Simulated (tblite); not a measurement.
A geometry optimisation, step by step.

C6H13GeNS.
Numbering: `[CH2:1]=[C:2]=[CH:3][CH2:4][Ge@@H:5]([NH:6][CH3:7])[S:8][CH3:9]` (hydrogens: H10, H11 on C1; H12 on C3; H13, H14 on C4; H15 on Ge5; H16 on N6; H17, H18, H19 on C7; H20, H21, H22 on C9)

Computed with GFN2-xTB (tblite), gas phase: L-BFGS steps from a force-field or distance-geometry start until the largest atomic force falls under 0.01 eV/Å. 9 of its 151 geometries are shown.

Step 0: E = -747.5075 eV, largest atomic force 1.874 eV/Å
```
atom  x, y, z in Å  |  force x, y, z in eV/Å
C1      3.617    0.392   -0.803   -0.928  -0.088   0.108
C2      2.479   -0.239   -0.654    0.918   0.202   0.112
C3      1.364   -0.882   -0.481   -0.397   0.441  -0.429
C4      0.097   -0.379   -1.134    0.680  -1.257  -1.212
Ge5    -1.173    0.156    0.259   -0.525   0.427   0.936
N6     -1.739   -1.329    1.240    0.877  -0.141  -0.116
C7     -2.553   -2.185    0.393   -0.413  -0.855   0.285
S8     -0.209    1.628    1.633   -0.102  -0.086  -0.068
C9      0.037    2.874    0.337    0.054   0.932  -0.362
H10     3.628    1.472   -0.717    0.458  -0.239   0.800
H11     4.513   -0.154   -1.016    0.114   0.206  -0.917
H12     1.324   -1.762    0.145   -0.298   0.393   0.618
H13     0.288    0.482   -1.782    0.117  -0.340  -0.013
H14    -0.342   -1.200   -1.739   -0.018   0.506   0.098
H15    -2.405    0.828   -0.421    0.130  -0.179   0.171
H16    -0.878   -1.861    1.522   -1.044   0.572  -0.105
H17    -3.448   -1.633    0.041    0.598  -0.280   0.157
H18    -2.904   -3.065    0.991    0.202   0.605  -0.436
H19    -1.971   -2.564   -0.464   -0.451  -0.034   0.025
H20    -0.931    3.134   -0.138    0.541  -0.174   0.257
H21     0.743    2.511   -0.422   -0.233   0.120   0.293
H22     0.452    3.796    0.799   -0.278  -0.733  -0.203
```

Step 19: E = -748.4007 eV, largest atomic force 0.174 eV/Å
```
atom  x, y, z in Å  |  force x, y, z in eV/Å
C1      3.647    0.396   -0.821    0.072   0.017   0.034
C2      2.531   -0.229   -0.640    0.001   0.069  -0.004
C3      1.374   -0.789   -0.478    0.116  -0.098  -0.018
C4      0.144   -0.395   -1.215   -0.084   0.018   0.047
Ge5    -1.194    0.179    0.208   -0.101  -0.094   0.106
N6     -1.760   -1.305    1.140    0.003   0.047  -0.079
C7     -2.578   -2.257    0.398    0.025   0.064   0.049
S8     -0.226    1.625    1.599   -0.094  -0.033  -0.136
C9      0.057    2.914    0.330    0.003  -0.051   0.087
H10     3.878    1.277   -0.242    0.111   0.010  -0.017
H11     4.396    0.047   -1.514    0.008   0.058  -0.014
H12     1.256   -1.585    0.248    0.029  -0.066   0.038
H13     0.350    0.379   -1.947   -0.016   0.057  -0.038
H14    -0.270   -1.262   -1.723   -0.126  -0.035  -0.103
H15    -2.498    0.776   -0.366    0.109  -0.048   0.015
H16    -1.043   -1.788    1.670   -0.038   0.103  -0.027
H17    -3.449   -1.714    0.029   -0.015  -0.098  -0.031
H18    -2.909   -3.050    1.069   -0.020   0.017  -0.056
H19    -2.065   -2.706   -0.465   -0.049  -0.027   0.130
H20    -0.884    3.176   -0.145    0.038   0.011   0.002
H21     0.775    2.559   -0.403   -0.001   0.024   0.023
H22     0.456    3.770    0.860    0.029   0.056  -0.009
```

Step 38: E = -748.4700 eV, largest atomic force 0.189 eV/Å
```
atom  x, y, z in Å  |  force x, y, z in eV/Å
C1      3.700    0.442   -0.820    0.172   0.077  -0.017
C2      2.553   -0.139   -0.687    0.015  -0.070   0.018
C3      1.436   -0.796   -0.597    0.110   0.059  -0.042
C4      0.156   -0.392   -1.236   -0.106   0.011  -0.045
Ge5    -1.225    0.151    0.165   -0.019  -0.034  -0.052
N6     -1.888   -1.254    1.142    0.067  -0.071   0.020
C7     -2.631   -2.311    0.475   -0.040  -0.063  -0.003
S8     -0.384    1.634    1.591    0.007  -0.014   0.042
C9      0.081    2.926    0.387    0.003   0.055  -0.052
H10     4.044    1.230   -0.164   -0.093  -0.072  -0.030
H11     4.387    0.145   -1.601   -0.042   0.067   0.014
H12     1.413   -1.695    0.004   -0.057  -0.082   0.101
H13     0.308    0.426   -1.935    0.010   0.029  -0.022
H14    -0.272   -1.234   -1.782   -0.019   0.007  -0.012
H15    -2.450    0.741   -0.555   -0.010  -0.040   0.036
H16    -1.229   -1.658    1.799   -0.031   0.126  -0.032
H17    -3.468   -1.863   -0.058    0.009   0.011   0.000
H18    -3.022   -3.010    1.217   -0.020   0.086  -0.009
H19    -2.041   -2.887   -0.249    0.045   0.021   0.023
H20    -0.796    3.256   -0.163   -0.024   0.000   0.021
H21     0.833    2.553   -0.300    0.045  -0.043   0.032
H22     0.485    3.755    0.961   -0.021  -0.058   0.010
```

Step 56: E = -748.4987 eV, largest atomic force 0.054 eV/Å
```
atom  x, y, z in Å  |  force x, y, z in eV/Å
C1      3.705    0.466   -0.850   -0.004   0.018   0.006
C2      2.584   -0.175   -0.760    0.011   0.005   0.020
C3      1.460   -0.820   -0.671   -0.007   0.011   0.001
C4      0.177   -0.372   -1.282   -0.002  -0.001  -0.032
Ge5    -1.239    0.136    0.103   -0.002   0.013  -0.010
N6     -1.927   -1.208    1.123    0.030  -0.031   0.030
C7     -2.636   -2.329    0.533   -0.003  -0.020  -0.014
S8     -0.490    1.611    1.586    0.024  -0.021   0.033
C9      0.104    2.897    0.435    0.001   0.008  -0.011
H10     3.989    1.215   -0.126   -0.001  -0.001  -0.002
H11     4.416    0.275   -1.640   -0.037   0.001   0.003
H12     1.427   -1.746   -0.110   -0.022  -0.034   0.036
H13     0.347    0.477   -1.943   -0.039   0.008  -0.016
H14    -0.263   -1.180   -1.869    0.006   0.014  -0.009
H15    -2.466    0.666   -0.655    0.017   0.007   0.000
H16    -1.340   -1.510    1.890    0.006   0.006  -0.012
H17    -3.386   -1.933   -0.152    0.016  -0.022   0.000
H18    -3.142   -2.894    1.318   -0.004   0.019  -0.043
H19    -1.988   -3.013   -0.029   -0.016  -0.004   0.045
H20    -0.726    3.256   -0.165    0.012   0.027  -0.031
H21     0.893    2.500   -0.194    0.014  -0.009   0.000
H22     0.491    3.701    1.051    0.000   0.004   0.006
```

Step 75: E = -748.5112 eV, largest atomic force 0.035 eV/Å
```
atom  x, y, z in Å  |  force x, y, z in eV/Å
C1      3.644    0.504   -0.835   -0.008  -0.014   0.004
C2      2.543   -0.168   -0.735    0.003   0.005  -0.005
C3      1.424   -0.827   -0.689   -0.017   0.000   0.011
C4      0.159   -0.355   -1.320   -0.003   0.002  -0.011
Ge5    -1.247    0.135    0.073   -0.018   0.009   0.016
N6     -1.904   -1.214    1.101   -0.022  -0.012  -0.005
C7     -2.614   -2.356    0.556   -0.008  -0.020  -0.011
S8     -0.479    1.588    1.565    0.006  -0.018   0.021
C9      0.164    2.877    0.445    0.008   0.011   0.004
H10     3.925    1.255   -0.114    0.000   0.007   0.008
H11     4.343    0.323   -1.637    0.026   0.013   0.000
H12     1.367   -1.761   -0.141    0.014  -0.001   0.000
H13     0.346    0.509   -1.956   -0.014   0.004  -0.017
H14    -0.276   -1.144   -1.934   -0.005  -0.009  -0.007
H15    -2.481    0.665   -0.672   -0.006  -0.003   0.009
H16    -1.343   -1.475    1.900    0.001   0.001  -0.004
H17    -3.242   -2.013   -0.266    0.014   0.014   0.004
H18    -3.259   -2.787    1.324    0.000  -0.007   0.000
H19    -1.953   -3.144    0.177    0.010   0.012   0.009
H20    -0.633    3.241   -0.195    0.009   0.003  -0.020
H21     0.989    2.488   -0.143   -0.003  -0.027  -0.006
H22     0.515    3.678    1.087    0.012   0.033   0.000
```

Step 94: E = -748.5155 eV, largest atomic force 0.024 eV/Å
```
atom  x, y, z in Å  |  force x, y, z in eV/Å
C1      3.628    0.524   -0.814   -0.015   0.012   0.005
C2      2.516   -0.136   -0.754   -0.002  -0.012   0.001
C3      1.399   -0.798   -0.707   -0.006  -0.004   0.000
C4      0.120   -0.350   -1.328   -0.007   0.002  -0.002
Ge5    -1.263    0.142    0.092   -0.006   0.000   0.002
N6     -1.916   -1.217    1.113    0.002  -0.001  -0.006
C7     -2.597   -2.369    0.550   -0.004   0.007  -0.006
S8     -0.465    1.597    1.568    0.009  -0.009   0.008
C9      0.213    2.855    0.429    0.000  -0.004  -0.004
H10     3.886    1.264   -0.073    0.013   0.009  -0.001
H11     4.354    0.355   -1.596   -0.018   0.003   0.005
H12     1.359   -1.732   -0.156    0.001   0.007  -0.011
H13     0.277    0.504   -1.984    0.020   0.009   0.009
H14    -0.317   -1.156   -1.919   -0.005  -0.013   0.003
H15    -2.510    0.683   -0.624   -0.007  -0.003  -0.014
H16    -1.357   -1.479    1.913    0.001   0.017   0.015
H17    -3.178   -2.039   -0.311    0.005   0.001   0.002
H18    -3.284   -2.787    1.288    0.020  -0.010  -0.007
H19    -1.912   -3.160    0.222   -0.013   0.005   0.000
H20    -0.566    3.212   -0.238   -0.003   0.003   0.003
H21     1.041    2.439   -0.136    0.006  -0.016   0.014
H22     0.561    3.667    1.058    0.008   0.000  -0.018
```

Step 112: E = -748.5190 eV, largest atomic force 0.040 eV/Å
```
atom  x, y, z in Å  |  force x, y, z in eV/Å
C1      3.579    0.571   -0.783   -0.007   0.019  -0.013
C2      2.476   -0.106   -0.737   -0.014  -0.012  -0.004
C3      1.371   -0.789   -0.722    0.003  -0.016   0.014
C4      0.087   -0.341   -1.331    0.001  -0.001   0.008
Ge5    -1.281    0.157    0.102   -0.023  -0.030  -0.013
N6     -1.939   -1.199    1.121   -0.010  -0.002  -0.006
C7     -2.567   -2.374    0.545    0.005   0.016   0.030
S8     -0.466    1.605    1.574   -0.002  -0.009   0.003
C9      0.280    2.799    0.412    0.010   0.019  -0.014
H10     3.836    1.297   -0.027    0.000  -0.006   0.004
H11     4.296    0.430   -1.577    0.012   0.008   0.003
H12     1.342   -1.740   -0.202    0.003   0.008  -0.004
H13     0.237    0.513   -1.990    0.017   0.008   0.012
H14    -0.356   -1.148   -1.915   -0.008  -0.003   0.006
H15    -2.529    0.688   -0.620   -0.008   0.027  -0.007
H16    -1.414   -1.431    1.952    0.008  -0.005   0.008
H17    -3.119   -2.071   -0.343    0.006  -0.007   0.007
H18    -3.271   -2.802    1.260   -0.016  -0.009   0.005
H19    -1.850   -3.152    0.260    0.010  -0.013  -0.031
H20    -0.472    3.153   -0.285   -0.004   0.016  -0.018
H21     1.107    2.334   -0.116    0.010  -0.005   0.000
H22     0.641    3.626    1.014    0.007  -0.002   0.012
```

Step 131: E = -748.5211 eV, largest atomic force 0.013 eV/Å
```
atom  x, y, z in Å  |  force x, y, z in eV/Å
C1      3.548    0.595   -0.775   -0.001  -0.002   0.004
C2      2.461   -0.107   -0.730   -0.002   0.003   0.000
C3      1.361   -0.798   -0.714   -0.004   0.004   0.000
C4      0.076   -0.343   -1.318   -0.001   0.002  -0.002
Ge5    -1.298    0.161    0.105   -0.003  -0.002  -0.004
N6     -1.961   -1.194    1.126    0.004   0.003  -0.001
C7     -2.557   -2.382    0.542    0.000   0.001   0.005
S8     -0.471    1.617    1.562   -0.001   0.003   0.006
C9      0.316    2.783    0.396    0.002  -0.002  -0.001
H10     3.796    1.310   -0.005    0.000   0.005   0.000
H11     4.267    0.481   -1.571    0.001  -0.001   0.001
H12     1.339   -1.755   -0.206   -0.003  -0.003  -0.004
H13     0.233    0.516   -1.968    0.007  -0.006  -0.009
H14    -0.369   -1.144   -1.911   -0.001   0.001   0.001
H15    -2.536    0.710   -0.622    0.002  -0.006   0.001
H16    -1.433   -1.419    1.958    0.006   0.002   0.002
H17    -3.133   -2.083   -0.333   -0.004  -0.002   0.001
H18    -3.235   -2.844    1.262   -0.006  -0.006   0.001
H19    -1.820   -3.131    0.231    0.001   0.003  -0.003
H20    -0.420    3.151   -0.313    0.000   0.007   0.000
H21     1.135    2.291   -0.119    0.005  -0.001  -0.004
H22     0.693    3.604    0.995   -0.002  -0.002   0.005
```

Step 150: E = -748.5217 eV, largest atomic force 0.008 eV/Å
```
atom  x, y, z in Å  |  force x, y, z in eV/Å
C1      3.536    0.601   -0.762    0.002   0.001   0.000
C2      2.451   -0.105   -0.724    0.001   0.001   0.000
C3      1.353   -0.800   -0.716   -0.001   0.003  -0.003
C4      0.071   -0.351   -1.330   -0.004   0.003  -0.001
Ge5    -1.302    0.161    0.091   -0.006   0.004  -0.003
N6     -1.953   -1.192    1.125    0.002   0.002   0.000
C7     -2.554   -2.380    0.547    0.000  -0.001   0.001
S8     -0.482    1.623    1.549    0.000   0.000   0.001
C9      0.329    2.786    0.397   -0.001   0.000   0.000
H10     3.775    1.322    0.005    0.002  -0.004   0.002
H11     4.263    0.485   -1.552    0.001   0.004   0.001
H12     1.331   -1.757   -0.208   -0.002  -0.004   0.004
H13     0.231    0.502   -1.988    0.001   0.002  -0.001
H14    -0.373   -1.156   -1.916    0.000   0.000   0.003
H15    -2.550    0.692   -0.633    0.007  -0.002   0.001
H16    -1.412   -1.417    1.948    0.003   0.001  -0.006
H17    -3.156   -2.079   -0.309    0.000  -0.002   0.001
H18    -3.209   -2.855    1.279   -0.001   0.001   0.001
H19    -1.819   -3.119    0.208   -0.002  -0.002   0.000
H20    -0.396    3.177   -0.310   -0.001  -0.002   0.000
H21     1.143    2.287   -0.119   -0.003  -0.001  -0.001
H22     0.716    3.593    1.010    0.003  -0.002  -0.001
```

Question: Summarise the path.

Answer: The energy falls by 1.0142 eV from step 0 to step 150; nine tenths of that is first reached at step 23. It falls at every step. The largest force goes from 1.874 to 0.008 eV/Å. Among the bonds C4–Ge5 changes most, from 1.959 to 2.042 Å; the atoms move by 0.477 Å rms after alignment.

Question: Follow the three bonds and two angles with the largest change from start to end.

Answer: 
| step | E above end (eV) | largest force (eV/Å) | C4–Ge5 (Å) | Ge5–N6 (Å) | N6–H16 (Å) | Ge5–N6–C7 (°) | Ge5–N6–H16 (°) |
| --- | --- | --- | --- | --- | --- | --- | --- |
| 0 | 1.0142 | 1.874 | 1.959 | 1.868 | 1.050 | 109.4 | 107.2 |
| 7 | 0.2977 | 0.640 | 2.059 | 1.838 | 1.011 | 115.0 | 111.3 |
| 13 | 0.1599 | 0.234 | 2.034 | 1.824 | 1.014 | 115.5 | 115.6 |
| 20 | 0.1146 | 0.202 | 2.043 | 1.838 | 1.015 | 116.5 | 115.0 |
| 26 | 0.0874 | 0.124 | 2.029 | 1.831 | 1.012 | 117.6 | 113.6 |
| 33 | 0.0658 | 0.169 | 2.040 | 1.832 | 1.011 | 119.1 | 113.6 |
| 39 | 0.0475 | 0.137 | 2.041 | 1.833 | 1.014 | 120.2 | 114.8 |
| 46 | 0.0339 | 0.102 | 2.043 | 1.825 | 1.013 | 121.5 | 115.3 |
| 52 | 0.0253 | 0.050 | 2.045 | 1.822 | 1.010 | 122.0 | 115.5 |
| 59 | 0.0203 | 0.081 | 2.049 | 1.823 | 1.011 | 121.7 | 115.2 |
| 65 | 0.0142 | 0.056 | 2.045 | 1.824 | 1.012 | 122.1 | 115.1 |
| 72 | 0.0113 | 0.032 | 2.040 | 1.819 | 1.011 | 123.0 | 115.5 |
| 78 | 0.0097 | 0.051 | 2.041 | 1.818 | 1.010 | 123.6 | 116.1 |
| 85 | 0.0082 | 0.037 | 2.042 | 1.821 | 1.010 | 123.4 | 116.0 |
| 91 | 0.0067 | 0.035 | 2.042 | 1.820 | 1.011 | 123.0 | 115.9 |
| 98 | 0.0053 | 0.037 | 2.044 | 1.821 | 1.010 | 122.7 | 116.3 |
| 104 | 0.0043 | 0.027 | 2.042 | 1.819 | 1.010 | 122.6 | 116.4 |
| 111 | 0.0029 | 0.030 | 2.042 | 1.818 | 1.010 | 122.6 | 116.3 |
| 117 | 0.0014 | 0.024 | 2.043 | 1.821 | 1.011 | 122.2 | 116.2 |
| 124 | 0.0008 | 0.014 | 2.042 | 1.822 | 1.011 | 122.1 | 115.8 |
| 130 | 0.0006 | 0.013 | 2.041 | 1.822 | 1.010 | 122.2 | 115.9 |
| 137 | 0.0004 | 0.011 | 2.041 | 1.822 | 1.011 | 122.2 | 115.9 |
| 143 | 0.0002 | 0.014 | 2.042 | 1.823 | 1.011 | 122.1 | 115.8 |
| 150 | 0.0000 | 0.008 | 2.042 | 1.822 | 1.011 | 122.0 | 115.9 |

The cost below is that of the whole relaxation. On one thread, Arm Neoverse V1 (aarch64), shared host with 32 logical CPUs at a one-minute load of 22, this took 1.6 s of wall time.
